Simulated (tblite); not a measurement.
Compound: C5H6OS.
Z-matrix (Å and degrees, GFN2-xTB geometry), rows numbered from 1:
```
C 
S   1  1.8120
C   2  1.7629  1  100.89
C   3  1.2940  2  125.08  1    -0.89
C   4  1.3094  3  176.69  2    47.04
C   5  1.4631  4  122.29  2    87.23
O   6  1.2039  5  124.58  4  -178.36
H   1  1.0861  2  109.38  3    59.02
H   1  1.0851  2  106.59  3   178.32
H   1  1.0862  2  109.57  3   -62.30
H   3  1.0782  2  111.79  1  -179.75
H   5  1.0832  4  121.54  6   178.96
H   6  1.1076  5  113.85  4     1.29
```

Method: GFN2-xTB as coded in tblite; computed harmonic values from a numerical Hessian at the method's own geometry, unscaled. This tight-binding method is rough: wavenumbers can miss measured ones by several per cent, in bad cases by 10 to 20. One conformer, not necessarily the lowest.

Harmonic wavenumbers (cm⁻¹): 57.0, 78.0, 129.6, 147.3, 151.4, 244.1, 263.2, 407.9, 456.0, 571.9, 685.4, 715.5, 750.8, 857.0, 919.0, 947.1, 951.4, 1048.8, 1107.7, 1156.6, 1317.0, 1323.6, 1398.9, 1440.7, 1444.0, 1737.7, 2023.0, 2761.6, 3031.4, 3035.3, 3035.6, 3064.0, 3076.3.

A = 5714, B = 936.3, C = 849.4 MHz; mass 114.014 u (most abundant isotopes); point group C1, symmetry number 1.

Problem. What is the zero-point energy?

Solution. ½Σν̃ = 20167 cm⁻¹ = 57.66 kcal/mol.

Problem. Give the ideal-gas entropy at 298.15 K and 1 bar in the rigid-rotor, harmonic-oscillator model (classical rotation).

Solution. Translation 40.14, rotation 28.65, vibration 24.12: S = 92.9 cal/(mol K).

Problem. And Cp and H(298.15 K) − H(0)?

Solution. Cp = 30.77 cal/(mol K), of which vibrations give 22.82 (their classical limit is 33 R = 65.6); H(298.15 K) − H(0) = 6.08 kcal/mol without the zero-point energy, 3.71 from vibrations.

Problem. Blend soft modes into free rotors: weight 1/[1 + (100 cm⁻¹/ν̃)⁴] for the oscillator and the rest for a rotor with moment μB/(μ + B), μ = h/(8π²ν), B = 10⁻⁴⁴ kg m². What vibrational entropy results?

Solution. 22.32 cal/(mol K) in place of 24.12, which changes −T·S at 298.15 K by +0.54 kcal/mol.

Problem. Which modes carry the vibrational entropy at 298.15 K?

Solution. 57.0 cm⁻¹: 4.56; 78.0 cm⁻¹: 3.94; 129.6 cm⁻¹: 2.95; 147.3 cm⁻¹: 2.71; 151.4 cm⁻¹: 2.65; 244.1 cm⁻¹: 1.77 cal/(mol K); the other 27 give 5.53 together.

Hindered rotation and anharmonicity are outside this model. Other conformers, if any are populated, would add a mixing term that is left out. The structure is chiral; the term R ln 2 for an equal mix with its mirror image is left out.
